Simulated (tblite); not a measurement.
Species: C7H11ClO.
SMILES with atom numbers: `[CH3:1][CH2:2][C:3]1=[CH:4][CH2:5][C@H:6]([Cl:7])[CH2:8][O:9]1` (hydrogens: H10, H11, H12 on C1; H13, H14 on C2; H15 on C4; H16, H17 on C5; H18 on C6; H19, H20 on C8)

Computed with GFN2-xTB (tblite), gas phase: L-BFGS steps from a force-field or distance-geometry start until the largest atomic force falls under 0.01 eV/Å.

Step 9: E = -794.9516 eV
```
atom  x, y, z in Å  |  force x, y, z in eV/Å
C1     -2.6477    1.0980    0.1167    0.040  -0.016   0.001
C2     -2.0228   -0.2846    0.3132   -0.024   0.018  -0.004
C3     -0.5347   -0.2750    0.1051   -0.028   0.019   0.052
C4      0.3404   -0.4443    1.0921    0.039   0.010   0.012
C5      1.8282   -0.4877    0.8798   -0.040  -0.001   0.025
C6      2.1136   -0.6330   -0.6075   -0.034  -0.012   0.030
Cl7     3.8084   -0.1996   -0.9632   -0.045  -0.003  -0.045
C8      1.1749    0.2735   -1.4028    0.051  -0.021  -0.001
O9     -0.1741   -0.0791   -1.2033    0.007   0.011   0.093
H10    -3.7191    1.0509    0.2981    0.017  -0.002  -0.015
H11    -2.4816    1.4481   -0.8985    0.025  -0.002   0.003
H12    -2.2115    1.8130    0.8105    0.011   0.003  -0.008
H13    -2.4743   -0.9803   -0.3968    0.023  -0.008   0.006
H14    -2.2192   -0.6323    1.3275   -0.058  -0.045  -0.028
H15    -0.0104   -0.5719    2.1043    0.028   0.001  -0.058
H16     2.2929    0.4254    1.2670   -0.010  -0.004  -0.026
H17     2.2578   -1.3295    1.4291    0.003   0.029   0.000
H18     1.9784   -1.6680   -0.9322   -0.001  -0.006   0.013
H19     1.3425    1.3189   -1.1069   -0.025  -0.023   0.004
H20     1.3530    0.1683   -2.4741    0.021   0.050  -0.053
```

Step 10: E = -794.9527 eV
```
atom  x, y, z in Å  |  force x, y, z in eV/Å
C1     -2.6456    1.0982    0.1158    0.032  -0.026   0.004
C2     -2.0220   -0.2844    0.3128   -0.028  -0.001   0.006
C3     -0.5342   -0.2736    0.1074   -0.036   0.018   0.038
C4      0.3410   -0.4413    1.0940    0.032  -0.018   0.009
C5      1.8278   -0.4876    0.8801   -0.016   0.004   0.012
C6      2.1121   -0.6360   -0.6075   -0.020   0.014   0.011
Cl7     3.8067   -0.1964   -0.9668   -0.077  -0.032  -0.032
C8      1.1739    0.2729   -1.4022    0.061  -0.021   0.002
O9     -0.1747   -0.0765   -1.2001   -0.015  -0.004   0.048
H10    -3.7165    1.0507    0.2963   -0.006   0.002  -0.011
H11    -2.4796    1.4478   -0.8993    0.032   0.002  -0.002
H12    -2.2103    1.8126    0.8102    0.017   0.014  -0.003
H13    -2.4716   -0.9798   -0.3987    0.024  -0.005  -0.002
H14    -2.2203   -0.6360    1.3255   -0.060  -0.029  -0.023
H15    -0.0113   -0.5734    2.1042    0.030   0.005  -0.028
H16     2.2936    0.4255    1.2649   -0.001   0.014  -0.025
H17     2.2585   -1.3271    1.4312    0.000   0.011   0.003
H18     1.9758   -1.6723   -0.9312    0.016   0.033   0.019
H19     1.3410    1.3177   -1.1036   -0.004  -0.028  -0.005
H20     1.3505    0.1697   -2.4749    0.019   0.049  -0.021
```

Step 11: E = -794.9536 eV
```
atom  x, y, z in Å  |  force x, y, z in eV/Å
C1     -2.6437    1.0981    0.1153    0.012  -0.018   0.005
C2     -2.0219   -0.2844    0.3126   -0.019  -0.018   0.013
C3     -0.5343   -0.2723    0.1099   -0.022   0.013   0.016
C4      0.3418   -0.4395    1.0953    0.012  -0.031   0.006
C5      1.8273   -0.4873    0.8806    0.012   0.009  -0.003
C6      2.1106   -0.6380   -0.6071   -0.004   0.024  -0.007
Cl7     3.8040   -0.1947   -0.9702   -0.076  -0.046  -0.024
C8      1.1740    0.2720   -1.4017    0.030  -0.012   0.004
O9     -0.1751   -0.0747   -1.1969   -0.023  -0.010  -0.003
H10    -3.7147    1.0505    0.2948   -0.016   0.007  -0.008
H11    -2.4775    1.4476   -0.8998    0.036   0.001  -0.003
H12    -2.2090    1.8125    0.8098    0.020   0.015   0.000
H13    -2.4692   -0.9795   -0.4002    0.020  -0.005  -0.012
H14    -2.2223   -0.6393    1.3235   -0.062  -0.019  -0.011
H15    -0.0114   -0.5744    2.1036    0.025   0.003   0.017
H16     2.2941    0.4258    1.2628    0.005   0.028  -0.019
H17     2.2590   -1.3250    1.4328   -0.001  -0.003   0.007
H18     1.9741   -1.6747   -0.9302    0.020   0.045   0.021
H19     1.3400    1.3163   -1.1011    0.015  -0.023  -0.009
H20     1.3489    0.1717   -2.4758    0.014   0.040   0.012
```

Step 12: E = -794.9543 eV
```
atom  x, y, z in Å  |  force x, y, z in eV/Å
C1     -2.6421    1.0978    0.1149   -0.008  -0.002   0.003
C2     -2.0221   -0.2847    0.3127   -0.007  -0.025   0.014
C3     -0.5346   -0.2711    0.1123    0.000   0.003  -0.003
C4      0.3426   -0.4388    1.0963   -0.009  -0.033   0.004
C5      1.8272   -0.4869    0.8810    0.030   0.013  -0.012
C6      2.1092   -0.6391   -0.6067    0.005   0.023  -0.015
Cl7     3.8002   -0.1942   -0.9734   -0.047  -0.047  -0.021
C8      1.1742    0.2710   -1.4011   -0.017   0.002   0.004
O9     -0.1757   -0.0734   -1.1943   -0.020  -0.012  -0.039
H10    -3.7133    1.0506    0.2934   -0.014   0.012  -0.008
H11    -2.4750    1.4474   -0.9001    0.036  -0.002   0.001
H12    -2.2076    1.8126    0.8094    0.017   0.008   0.000
H13    -2.4668   -0.9793   -0.4019    0.014  -0.006  -0.021
H14    -2.2249   -0.6423    1.3218   -0.061  -0.013   0.003
H15    -0.0109   -0.5751    2.1033    0.020   0.001   0.052
H16     2.2947    0.4265    1.2607    0.007   0.036  -0.013
H17     2.2594   -1.3235    1.4342    0.001  -0.008   0.007
H18     1.9732   -1.6758   -0.9290    0.015   0.034   0.018
H19     1.3395    1.3147   -1.0992    0.027  -0.009  -0.007
H20     1.3478    0.1740   -2.4763    0.010   0.027   0.034
```

**Question.** Estimate the geometry and energy of step 13. (The exact step hangs on the optimiser's Hessian estimate; all steps are aligned on step 12, rigid shifts and turns removed.)

**Answer.** E = -794.9550 eV, largest force 0.069 eV/Å
```
atom  x, y, z in Å  |  force x, y, z in eV/Å
C1     -2.6406    1.0975    0.1147   -0.022   0.013   0.001
C2     -2.0225   -0.2854    0.3129    0.003  -0.024   0.010
C3     -0.5350   -0.2698    0.1147    0.018  -0.014  -0.016
C4      0.3433   -0.4387    1.0974   -0.023  -0.026   0.003
C5      1.8275   -0.4863    0.8812    0.032   0.015  -0.011
C6      2.1078   -0.6398   -0.6064    0.005   0.015  -0.013
Cl7     3.7956   -0.1947   -0.9771    0.001  -0.039  -0.022
C8      1.1740    0.2702   -1.4005   -0.059   0.018   0.004
O9     -0.1767   -0.0723   -1.1922   -0.015  -0.011  -0.053
H10    -3.7123    1.0509    0.2917   -0.008   0.018  -0.009
H11    -2.4718    1.4471   -0.9004    0.033  -0.008   0.008
H12    -2.2058    1.8129    0.8089    0.010  -0.003  -0.002
H13    -2.4641   -0.9793   -0.4040    0.007  -0.006  -0.027
H14    -2.2288   -0.6456    1.3202   -0.054  -0.007   0.012
H15    -0.0100   -0.5758    2.1040    0.017  -0.001   0.067
H16     2.2956    0.4281    1.2582    0.006   0.035  -0.006
H17     2.2598   -1.3219    1.4358    0.005  -0.006   0.003
H18     1.9726   -1.6761   -0.9274    0.004   0.010   0.011
H19     1.3396    1.3129   -1.0974    0.032   0.011  -0.002
H20     1.3469    0.1768   -2.4762    0.006   0.010   0.042
```

The energy changes by -0.0007 eV. The first-order estimate −F·Δx gives -0.0010 eV and the mean of the old and new forces, exact on a quadratic surface, -0.0007 eV. The step makes an angle of 61° with the force vector and moves no atom by more than 0.006 Å.

The cost below is that of the whole relaxation. Hardware: an Arm Neoverse V2 with one thread (shared host). Cost: 0.31 s of wall time.
